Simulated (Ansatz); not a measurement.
`COC(C)N` + `[F][GeH]` → `[CH3][Ge][F]` + `COCN`  (formal exchange of groups at a C–C bond)

Computed with Ansatz on PBE0-D4/def2-TZVP structures; ΔE is electronic, products minus reactants. CBS: MP2 limit from def2 TZ/QZ plus the TZ coupled-cluster correction, frozen cores. This one scheme is used for every species. DFT in def2-TZVPP. For Ge outer-core shells are correlated without core-valence functions, which leaves a few kJ/mol of doubt a bond. Scalar relativity is left out up to krypton. Each species was taken in one conformer, which may not be the lowest.

(1) Is it downhill or uphill in electronic energy at CCSD(T)/CBS, and by how much? (An estimate is asked.)

(2) What do these levels give: PBE, HF/def2-TZVPP, CCSD/def2-TZVPP, MP2/def2-QZVPP, SCS-MP2/def2-QZVPP, CCSD/CBS(def2)? (An estimate is asked.)

Largest T1 diagnostic among the species: 0.014.

Results:

(1) Ansatz gave: Downhill: ΔE = -8.6 kcal/mol.

(2) Ansatz gave: PBE -9.3, HF/def2-TZVPP -7.0, CCSD/def2-TZVPP -7.8, MP2/def2-QZVPP -9.2, SCS-MP2/def2-QZVPP -8.5, CCSD/CBS(def2) -8.5 kcal/mol.

In def2-TZVPP, CCSD(T) changes the Hartree–Fock value by −0.9 kcal/mol (the triples alone add −0.1 kcal/mol) and MP2 by −1.8 kcal/mol.
